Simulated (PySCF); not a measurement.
**Cs₂: frontier orbitals**

BP86 at R = 4.768 Å; basis Cs def2-SVPD with ECP46; scalar-relativistic core potentials; PySCF 2.14. State: ¹Σg⁺ (singlet), closed shell. Only the outer orbitals are listed.

```json
{"orbital": "σg", "occ.": "2", "ε (eV)": "-13.45", "main shells (%)": "100 p"}
{"orbital": "πu", "occ.": "2", "ε (eV)": "-13.44", "main shells (%)": "100 p"}
{"orbital": "πu", "occ.": "2", "ε (eV)": "-13.44", "main shells (%)": "100 p"}
{"orbital": "πg", "occ.": "2", "ε (eV)": "-13.42", "main shells (%)": "100 p"}
{"orbital": "πg", "occ.": "2", "ε (eV)": "-13.42", "main shells (%)": "100 p"}
{"orbital": "σu", "occ.": "2", "ε (eV)": "-13.33", "main shells (%)": "100 p"}
{"orbital": "σg", "occ.": "2", "ε (eV)": "-2.42", "main shells (%)": "96 s"}
{"orbital": "σu", "occ.": "0", "ε (eV)": "-1.67", "main shells (%)": "98 s"}
{"orbital": "πu", "occ.": "0", "ε (eV)": "-0.92", "main shells (%)": "84 p, 16 d"}
{"orbital": "πu", "occ.": "0", "ε (eV)": "-0.92", "main shells (%)": "84 p, 16 d"}
```

Problem. Which are the highest filled and the lowest empty level, where do they sit, and how wide is the gap?

Solution. Highest filled σg at -2.42 eV (in %: 96 s); lowest empty σu at -1.67 eV (in %: 98 s); the gap at BP86 is 0.75 eV.

- bond order (Mayer): 1.00
- ⟨S²⟩: 0.000

Closed-shell solutions of metal pairs were not tested for spin polarisation, which can lower them a little. Spin–orbit coupling is left out.
